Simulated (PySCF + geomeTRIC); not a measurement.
Calculation: PBE0-D4/def2-TZVP (PySCF + geomeTRIC). fastk is a local helper that only speeds up exchange builds. No frequencies were computed at this level.

```python
import json, numpy as np
from pyscf import gto, dft
from fastk import lowrank_exchange
atoms = """
O      1.873900     0.462419    -0.267248
C      1.112257    -0.008121     0.545259
Si    -0.753691    -0.198496     0.138649
O     -0.945029     0.368065    -1.362809
H      1.507441    -0.328676     1.530131
H     -1.092225    -1.616542     0.180303
H     -1.515591     0.617446     1.077230
H     -0.187062     0.703905    -1.841517
"""
def scf(charge, spin, dm0=None):
    mol = gto.M(atom=atoms, basis='def2-tzvp', ecp={}, charge=charge, spin=spin, verbose=3, max_memory=5040)
    mf = dft.KS(mol, xc='pbe0').density_fit(auxbasis="def2-universal-jkfit")
    mf.disp = 'd4'
    mf.grids.level = 3
    mf.conv_tol = 1e-8
    mf.max_cycle = 60
    mf.kernel(dm0)
    if not mf.converged:
        mf = mf.newton().run(mf.mo_coeff, mf.mo_occ).undo_soscf()
    return mf
mf = scf(0, 0)
from pyscf.geomopt.geometric_solver import kernel as optimize
path = []
done, mol = optimize(mf, maxsteps=80, assert_convergence=False, callback=lambda env: path.append((env["energy"], bool(env["g_scanner"].converged))))
res = dict(converged=bool(done and path[-1][1]), energy=path[-1][0], path=[e for e, c in path], xyz=mol.atom_coords(unit="Angstrom").tolist(), nao=mol.nao)
json.dump(res, open("result.json", "w"))
```

Output:

```
converged SCF energy = -480.228687695535
Geometry optimization cycle 1
converged SCF energy = -480.228687695045
cycle 1: E = -480.228687695  dE = -480.229  norm(grad) = 0.02623
Geometry optimization cycle 2
converged SCF energy = -480.229863240816
cycle 2: E = -480.229863241  dE = -0.00117555  norm(grad) = 0.0130857
Geometry optimization cycle 3
converged SCF energy = -480.230207432336
cycle 3: E = -480.230207432  dE = -0.000344192  norm(grad) = 0.010569
Geometry optimization cycle 4
converged SCF energy = -480.230520499008
cycle 4: E = -480.230520499  dE = -0.000313067  norm(grad) = 0.00253205
Geometry optimization cycle 5
converged SCF energy = -480.230574117477
cycle 5: E = -480.230574117  dE = -5.36185e-05  norm(grad) = 0.00136119
Geometry optimization cycle 6
converged SCF energy = -480.23059209159
cycle 6: E = -480.230592092  dE = -1.79741e-05  norm(grad) = 0.000740329
Geometry optimization cycle 7
converged SCF energy = -480.230594489369
cycle 7: E = -480.230594489  dE = -2.39778e-06  norm(grad) = 0.000243278
Geometry optimization cycle 8
converged SCF energy = -480.230594686206
cycle 8: E = -480.230594686  dE = -1.96838e-07  norm(grad) = 5.1281e-05
<class 'geometric.internal.Distance'> : 7
<class 'geometric.internal.Angle'> : 9
<class 'geometric.internal.OutOfPlane'> : 1
<class 'geometric.internal.Dihedral'> : 9
<class 'geometric.internal.TranslationX'> : 1
<class 'geometric.internal.TranslationY'> : 1
<class 'geometric.internal.TranslationZ'> : 1
<class 'geometric.internal.RotationA'> : 1
<class 'geometric.internal.RotationB'> : 1
<class 'geometric.internal.RotationC'> : 1
Step    0 : Gradient = 9.274e-03/1.471e-02 (rms/max) Energy = -480.2286876950
Step    1 : Displace = 4.102e-02/7.536e-02 (rms/max) Trust = 1.000e-01 (=) Grad = 4.627e-03/8.087e-03 (rms/max) E (change) = -480.2298632408 (-1.176e-03) Quality = 0.801
Step    2 : Displace = 3.318e-02/6.346e-02 (rms/max) Trust = 1.414e-01 (+) Grad = 3.737e-03/5.272e-03 (rms/max) E (change) = -480.2302074323 (-3.442e-04) Quality = 0.456
Step    3 : Displace = 1.779e-02/3.725e-02 (rms/max) Trust = 1.414e-01 (=) Grad = 8.952e-04/1.273e-03 (rms/max) E (change) = -480.2305204990 (-3.131e-04) Quality = 1.204
Step    4 : Displace = 1.486e-02/3.128e-02 (rms/max) Trust = 2.000e-01 (+) Grad = 4.813e-04/7.642e-04 (rms/max) E (change) = -480.2305741175 (-5.362e-05) Quality = 1.384
Step    5 : Displace = 1.155e-02/2.472e-02 (rms/max) Trust = 2.828e-01 (+) Grad = 2.617e-04/3.450e-04 (rms/max) E (change) = -480.2305920916 (-1.797e-05) Quality = 1.256
Step    6 : Displace = 2.510e-03/4.802e-03 (rms/max) Trust = 3.000e-01 (+) Grad = 8.601e-05/1.175e-04 (rms/max) E (change) = -480.2305944894 (-2.398e-06) Quality = 1.273
Step    7 : Displace = 4.960e-04/7.979e-04 (rms/max) Trust = 3.000e-01 (=) Grad = 1.813e-05/3.251e-05 (rms/max) E (change) = -480.2305946862 (-1.968e-07) Quality = 0.717
Converged! =D
```

Cost: about 40 core-seconds (a rough figure).
